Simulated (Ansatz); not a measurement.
C11H13FTi, SMILES `[CH3][Ti]12345678([F])([C@H]9[C@@H]1[C@@H]2[C@@H]3[C@H]94)[C@H]1[C@@H]5[C@@H]6[C@@H]7[C@H]18`, one more setting.

```yaml
crystal:
  periodic: [false, false, false]
  atoms:
    - {symbol: C, position_ang: [-1.284551, -1.799784, -0.083155]}
    - {symbol: Ti, position_ang: [-0.008922, -0.133896, 0.407038]}
    - {symbol: F, position_ang: [0.060001, -0.536278, 2.175176]}
    - {symbol: C, position_ang: [-2.112249, 0.971435, 0.812587]}
    - {symbol: C, position_ang: [-1.918087, 0.921320, -0.588025]}
    - {symbol: C, position_ang: [-0.795787, 1.703694, -0.896495]}
    - {symbol: C, position_ang: [-0.277197, 2.218550, 0.317042]}
    - {symbol: C, position_ang: [-1.114246, 1.784460, 1.362148]}
    - {symbol: C, position_ang: [2.371945, -0.225116, 0.564937]}
    - {symbol: C, position_ang: [2.065482, 0.526904, -0.583637]}
    - {symbol: C, position_ang: [1.418737, -0.325525, -1.503730]}
    - {symbol: C, position_ang: [1.338038, -1.605707, -0.922146]}
    - {symbol: C, position_ang: [1.923890, -1.542515, 0.355449]}
    - {symbol: H, position_ang: [-2.235418, -1.673175, 0.437292]}
    - {symbol: H, position_ang: [-0.800059, -2.702153, 0.297115]}
    - {symbol: H, position_ang: [-1.486396, -1.933650, -1.148486]}
    - {symbol: H, position_ang: [-2.863686, 0.432585, 1.368315]}
    - {symbol: H, position_ang: [-2.523131, 0.371384, -1.291409]}
    - {symbol: H, position_ang: [-0.389328, 1.871898, -1.881278]}
    - {symbol: H, position_ang: [0.584799, 2.858693, 0.423016]}
    - {symbol: H, position_ang: [-0.952880, 1.959750, 2.414474]}
    - {symbol: H, position_ang: [2.815790, 0.154324, 1.473073]}
    - {symbol: H, position_ang: [2.281745, 1.573016, -0.733162]}
    - {symbol: H, position_ang: [1.050663, -0.051103, -2.480336]}
    - {symbol: H, position_ang: [0.898302, -2.478239, -1.376513]}
    - {symbol: H, position_ang: [1.952545, -2.340853, 1.080722]}
basis:
  gaussian: {orbitals: def2-mTZVPP}
total_charge: -1
magnetization: {spin_polarized: true, initial_magnetization: 1}
hamiltonian: {xc: {name: BLYP}, dispersion: d4}
output: {forces: true}
```

```sh
$ ansatz run in.yaml --threads 11 --pin off --events-out ev --progress --plain --max-ram 110592MiB --backend cuda --devices 0, --max-vram 75GiB
```

Shortened log:

```
Functional definition: BLYP
3272 factors; their error is unknown
mean field evaluation 1: about -37414.6656 eV, gradient 8.9e1 eV
mean field evaluation 2: about -36945.8110 eV, gradient 3.8e2 eV
mean field evaluation 4: about -37318.5932 eV, gradient 2.2e2 eV
mean field evaluation 8: about -37452.9569 eV, gradient 5.9e-1 eV
mean field evaluation 16: about -37451.3418 eV, gradient 9.9e0 eV
mean field evaluation 32: about -37452.2104 eV, gradient 1.7e0 eV
mean field -37452.96317137 eV, -1376.3710100175 hartree, gradient 1.3e-5 eV, S^2 0.752651; 6 other end points of the search recorded, 0 dependent functions left out
reference -37452.96367159 eV, -1376.3710284002 hartree; 56, 55 occupied and 275, 276 virtual orbitals, 3272 factors
Total energy: -37454.97604089 eV, -1376.4449816083 hartree
Atom 0 at    -1.284551    -1.799784    -0.083155 Å, force    -0.320601    -0.557133     0.154851 eV/Å
Atom 1 at    -0.008922    -0.133896     0.407038 Å, force     0.266242     0.999796    -1.940897 eV/Å
Atom 2 at     0.060001    -0.536278     2.175176 Å, force    -0.125241    -0.958897     2.720389 eV/Å
Atom 3 at    -2.112249     0.971435     0.812587 Å, force    -0.778324    -0.248560     0.304041 eV/Å
Atom 4 at    -1.918087     0.921320    -0.588025 Å, force    -0.442427    -0.049583    -0.624693 eV/Å
Atom 5 at    -0.795787     1.703694    -0.896495 Å, force    -0.044285     0.559924    -0.498049 eV/Å
Atom 6 at    -0.277197     2.218550     0.317042 Å, force     0.106434     0.751649     0.080080 eV/Å
Atom 7 at    -1.114246     1.784460     1.362148 Å, force     0.201411     0.739804     0.625854 eV/Å
Atom 8 at     2.371945    -0.225116     0.564937 Å, force     0.749084     0.398378     0.697431 eV/Å
Atom 9 at     2.065482     0.526904    -0.583637 Å, force     0.175018     0.527982    -0.266020 eV/Å
Atom 10 at     1.418737    -0.325525    -1.503730 Å, force     0.215216    -0.191333    -0.882790 eV/Å
Atom 11 at     1.338038    -1.605707    -0.922146 Å, force     0.209333    -0.485930    -0.461552 eV/Å
Atom 12 at     1.923890    -1.542515     0.355449 Å, force     0.206117    -0.780575     0.127573 eV/Å
Atom 13 at    -2.235418    -1.673175     0.437292 Å, force    -0.287453    -0.119441     0.128131 eV/Å
Atom 14 at    -0.800059    -2.702153     0.297115 Å, force    -0.031822    -0.355611     0.109610 eV/Å
Atom 15 at    -1.486396    -1.933650    -1.148486 Å, force    -0.077510    -0.082590    -0.298197 eV/Å
Atom 16 at    -2.863686     0.432585     1.368315 Å, force    -0.107131    -0.136417     0.094666 eV/Å
Atom 17 at    -2.523131     0.371384    -1.291409 Å, force    -0.085251    -0.129805    -0.135348 eV/Å
Atom 18 at    -0.389328     1.871898    -1.881278 Å, force     0.118567    -0.020874    -0.178070 eV/Å
Atom 19 at     0.584799     2.858693     0.423016 Å, force     0.200261     0.082982     0.020701 eV/Å
Atom 20 at    -0.952880     1.959750     2.414474 Å, force     0.066967     0.011762     0.185012 eV/Å
Atom 21 at     2.815790     0.154324     1.473073 Å, force     0.078404     0.070386     0.162814 eV/Å
Atom 22 at     2.281745     1.573016    -0.733162 Å, force    -0.003870     0.215534    -0.020676 eV/Å
Atom 23 at     1.050663    -0.051103    -2.480336 Å, force    -0.111503     0.045364    -0.172677 eV/Å
Atom 24 at     0.898302    -2.478239    -1.376513 Å, force    -0.128307    -0.147341    -0.069336 eV/Å
Atom 25 at     1.952545    -2.340853     1.080722 Å, force    -0.049328    -0.139470     0.137150 eV/Å
Dipole moment:     0.213484     0.406718    -0.347008 e Å
```

Hardware: 11 threads of an AMD EPYC 7R13 on a shared host and a whole NVIDIA H100 80 GB. Wall time 3.8 s, peak host memory 1.6 GiB.
